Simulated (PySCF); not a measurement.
Working with the constants of InBr

PBE0 constants of InBr, ¹Σ⁺ (singlet), closed shell (In cc-pVTZ-PP with ECP28, Br cc-pVTZ-PP with ECP10; scalar-relativistic core potentials (PySCF 2.14); masses 114.9039 and 78.9183 u):

```
ωe              : 218.9 cm⁻¹
ωexe            : 0.511 cm⁻¹
Be              : 0.054664 cm⁻¹
αe              : 0.000187 cm⁻¹
D (centrifugal) : 1.36e-08 cm⁻¹
De to In + Br   : 4.13 eV
```

Task: Estimate the standard entropy (1 bar) and heat capacity of the ideal gas at 298.15 K, rigid rotor with B0 and harmonic oscillator at the fundamental.

Result: Translation (Sackur–Tetrode, M = 193.82 u): 174.5 J/(mol K). Rotation: q = kT/(σB0) = 3800 with σ = 1, 76.8. Vibration: x = hcν0/kT = 1.05, 8.27. S° = 259.7 J/(mol K); Cp = 7R/2 + 7.59 = 36.7 J/(mol K).

These are scalar-relativistic numbers at best; spin–orbit coupling would shift them, the dissociation energy most.
